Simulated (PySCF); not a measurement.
Isomers of C4H13N2PSi2.

All values: PBE0/pcSseg-1 (PySCF) at GFN2-xTB geometries, gas phase, one conformer each.

Question: Rank by LUMO energy, highest first.
A. `[CH3:1][SiH2:2][C@H:3]([C:4]#[N:5])[CH2:6][NH:7][SiH2:8][PH2:9]` with C1–Si2–C3–C4 -160°, Si2–C3–C6–N7 -57°, C3–C6–N7–Si8 130°, C6–N7–Si8–P9 -171°, N7–Si8–P9–H -131° and 137°
B. `[CH3:1][CH2:2][Si@@H:3]([C:4]#[N:5])[CH2:6][NH:7][SiH2:8][PH2:9]` with C1–C2–Si3–C4 176°, C2–Si3–C6–N7 64°, Si3–C6–N7–Si8 -131°, C6–N7–Si8–P9 175°, N7–Si8–P9–H -161° and 106°
C. `[CH3:1][C:2]#[C:3][Si@:4]([NH2:5])([PH2:6])[SiH2:7][NH:8][CH3:9]` with C3–Si4–N5–H 66° and -74°, C3–Si4–P6–H 14° and -79°, C3–Si4–Si7–N8 129°, Si4–Si7–N8–C9 50°
D. `[N:1]#[C:2][C@@H:3]([CH2:4][SiH3:5])[CH2:6][NH:7][SiH2:8][PH2:9]` with C2–C3–C4–Si5 -64°, C2–C3–C6–N7 66°, C3–C6–N7–Si8 -97°, C6–N7–Si8–P9 -178°, N7–Si8–P9–H -170° and 97°

Answer: D (0.13 eV), A (-0.05 eV), B (-0.21 eV), C (-0.49 eV).

Question: Rank by dipole moment, highest first.
A. `[CH3:1][CH2:2][Si@@H:3]([C:4]#[N:5])[CH2:6][NH:7][SiH2:8][PH2:9]` with C1–C2–Si3–C4 176°, C2–Si3–C6–N7 64°, Si3–C6–N7–Si8 -131°, C6–N7–Si8–P9 175°, N7–Si8–P9–H -161° and 106°
B. `[CH3:1][C:2]#[C:3][Si@:4]([NH2:5])([PH2:6])[SiH2:7][NH:8][CH3:9]` with C3–Si4–N5–H 66° and -74°, C3–Si4–P6–H 14° and -79°, C3–Si4–Si7–N8 129°, Si4–Si7–N8–C9 50°
C. `[CH3:1][CH2:2][C@H:3]([C:4]#[N:5])[SiH2:6][NH:7][SiH2:8][PH2:9]` with C1–C2–C3–C4 -64°, C2–C3–Si6–N7 168°, C3–Si6–N7–Si8 172°, Si6–N7–Si8–P9 -4°, N7–Si8–P9–H 173° and 81°
D. `[CH3:1][SiH2:2][C@H:3]([C:4]#[N:5])[CH2:6][NH:7][SiH2:8][PH2:9]` with C1–Si2–C3–C4 -160°, Si2–C3–C6–N7 -57°, C3–C6–N7–Si8 130°, C6–N7–Si8–P9 -171°, N7–Si8–P9–H -131° and 137°

Answer: D (4.34 D), A (3.69 D), C (2.52 D), B (1.51 D).

Question: Rank by the highest IAO charge on any atom, lowest value first.
A. `[CH3:1][CH2:2][C@H:3]([C:4]#[N:5])[SiH2:6][NH:7][SiH2:8][PH2:9]` with C1–C2–C3–C4 -64°, C2–C3–Si6–N7 168°, C3–Si6–N7–Si8 172°, Si6–N7–Si8–P9 -4°, N7–Si8–P9–H 173° and 81°
B. `[CH3:1][C:2]#[C:3][Si@:4]([NH2:5])([PH2:6])[SiH2:7][NH:8][CH3:9]` with C3–Si4–N5–H 66° and -74°, C3–Si4–P6–H 14° and -79°, C3–Si4–Si7–N8 129°, Si4–Si7–N8–C9 50°
C. `[CH3:1][SiH2:2][C@H:3]([C:4]#[N:5])[CH2:6][NH:7][SiH2:8][PH2:9]` with C1–Si2–C3–C4 -160°, Si2–C3–C6–N7 -57°, C3–C6–N7–Si8 130°, C6–N7–Si8–P9 -171°, N7–Si8–P9–H -131° and 137°
D. `[CH3:1][CH2:2][Si@@H:3]([C:4]#[N:5])[CH2:6][NH:7][SiH2:8][PH2:9]` with C1–C2–Si3–C4 176°, C2–Si3–C6–N7 64°, Si3–C6–N7–Si8 -131°, C6–N7–Si8–P9 175°, N7–Si8–P9–H -161° and 106°

Answer: B (+0.716 e), C (+0.781 e), D (+0.890 e), A (+0.910 e).

All values together:

```
                     SMILES  μ (D)  HOMO (eV)  LUMO (eV)  lowest IAO charge (e)  highest IAO charge (e)  lowest Hirshfeld charge (e)  highest Hirshfeld charge (e)
    CC[Si@@H](C#N)CN[SiH2]P   3.69      -6.94      -0.21             -0.678 (N)             +0.890 (Si)                   -0.238 (N)                   +0.406 (Si)
    CC#C[Si@](N)(P)[SiH2]NC   1.51      -6.53      -0.49             -0.831 (N)             +0.716 (Si)                   -0.322 (N)                   +0.286 (Si)
 C[SiH2][C@H](C#N)CN[SiH2]P   4.34      -7.32      -0.05             -0.707 (C)             +0.781 (Si)                   -0.240 (N)                   +0.359 (Si)
 CC[C@H](C#N)[SiH2]N[SiH2]P   2.52      -7.57      -0.39             -0.943 (N)             +0.910 (Si)                   -0.334 (N)                   +0.373 (Si)
N#C[C@@H](C[SiH3])CN[SiH2]P   3.71      -7.10       0.13             -0.675 (N)             +0.721 (Si)                   -0.242 (N)                   +0.319 (Si)
```

Conformers: `[CH3:1][CH2:2][Si@@H:3]([C:4]#[N:5])[CH2:6][NH:7][SiH2:8][PH2:9]` with C1–C2–Si3–C4 176°, C2–Si3–C6–N7 64°, Si3–C6–N7–Si8 -131°, C6–N7–Si8–P9 175°, N7–Si8–P9–H -161° and 106°; `[CH3:1][C:2]#[C:3][Si@:4]([NH2:5])([PH2:6])[SiH2:7][NH:8][CH3:9]` with C3–Si4–N5–H 66° and -74°, C3–Si4–P6–H 14° and -79°, C3–Si4–Si7–N8 129°, Si4–Si7–N8–C9 50°; `[CH3:1][SiH2:2][C@H:3]([C:4]#[N:5])[CH2:6][NH:7][SiH2:8][PH2:9]` with C1–Si2–C3–C4 -160°, Si2–C3–C6–N7 -57°, C3–C6–N7–Si8 130°, C6–N7–Si8–P9 -171°, N7–Si8–P9–H -131° and 137°; `[CH3:1][CH2:2][C@H:3]([C:4]#[N:5])[SiH2:6][NH:7][SiH2:8][PH2:9]` with C1–C2–C3–C4 -64°, C2–C3–Si6–N7 168°, C3–Si6–N7–Si8 172°, Si6–N7–Si8–P9 -4°, N7–Si8–P9–H 173° and 81°; `[N:1]#[C:2][C@@H:3]([CH2:4][SiH3:5])[CH2:6][NH:7][SiH2:8][PH2:9]` with C2–C3–C4–Si5 -64°, C2–C3–C6–N7 66°, C3–C6–N7–Si8 -97°, C6–N7–Si8–P9 -178°, N7–Si8–P9–H -170° and 97°.
